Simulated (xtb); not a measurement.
C₄H₇FO₂, SMILES C[C@@]1(F)[C@H](O)[C@@H]1O. All values are semi-empirical tight-binding results from xtb (GFN2-xTB unless named), good for trends rather than for accurate numbers. Coordinates come from a GFN2-xTB optimisation. The structure was generated by enumeration; whether it is a known compound was not checked. The values are those of a single conformer.

The orbital gap is 8.59 eV and the dipole moment is 2.50 D. The zero-point energy is 66.6 kcal/mol, the G − E(el) at 298.15 K (modified RRHO) is 46.6 kcal/mol and the static polarisability (D4 model) comes out as 56.3 bohr³. The solvation energy, GFN2-xTB/ALPB(water) comes out as -8.0 kcal/mol. The solvation energy, GFN2-xTB/ALPB(ether) is -9.1 kcal/mol.

Computed IR lines (harmonic; lines under 4 % of the strongest left out, lines within 3 cm⁻¹ merged):
ν (cm⁻¹): 159 (w), 177 (m), 186 (vs), 225 (w), 385 (vs), 534 (w), 546 (w), 641 (w), 718 (m), 856 (w), 887 (m), 968 (w), 998 (m), 1034 (w), 1086 (s), 1146 (m), 1151 (s), 1203 (m), 1225 (s), 1231 (m), 1281 (s), 1304 (s), 1398 (w), 1432 (s), 3021 (w), 3034 (m), 3050 (w), 3064 (m), 3430 (m), 3477 (m) (against the strongest line: vs over 80 %, s over 45 %, m over 15 %, w over 4 %, vw less)
